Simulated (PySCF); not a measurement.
## Electronic structure of O+ (oxygen, charge +1) at the UHF level

Configuration: [He] 2s2 2p3, high-spin 4S determinant. All numbers are calculated (PySCF 2.14, no relativity, point nucleus, in 6-31G* (3s2p1d, 14 functions)).

```json
{
 "Total energy": "-74.341075 hartree",
 "One-electron energy": "-98.3567 hartree",
 "Hartree (Coulomb) energy": "31.9080 hartree",
 "Exchange energy": "-7.8924 hartree",
 "Kinetic energy": "74.21130 hartree",
 "⟨S²⟩": "3.7551",
 "⟨L²⟩": "0.000",
 "Sum of ⟨r⟩": "5.863 bohr",
 "Sum of ⟨r²⟩": "7.572 bohr²",
 "Density at the nucleus (Gaussians lack the cusp)": "293 bohr⁻³",
 "Spin density at the nucleus": "0.528 bohr⁻³",
 "Langevin diamagnetic susceptibility": "-6.00 ×10⁻⁶ cm³/mol",
 "Time after the integrals": "0.03 s of wall time on 1 thread of Neoverse-V2 (shared host)"
}
```

```
shell  electrons  mean orbital energy (hartree)  rms radius, mean of both spins (bohr)
 1s α          1                      -21.42803                                  0.230
 1s β          1                      -21.29154                                  0.230
 2s α          1                       -2.07219                                   1.22
 2s β          1                       -1.53540                                   1.22
 2p α          3                       -1.33277                                   1.22
```
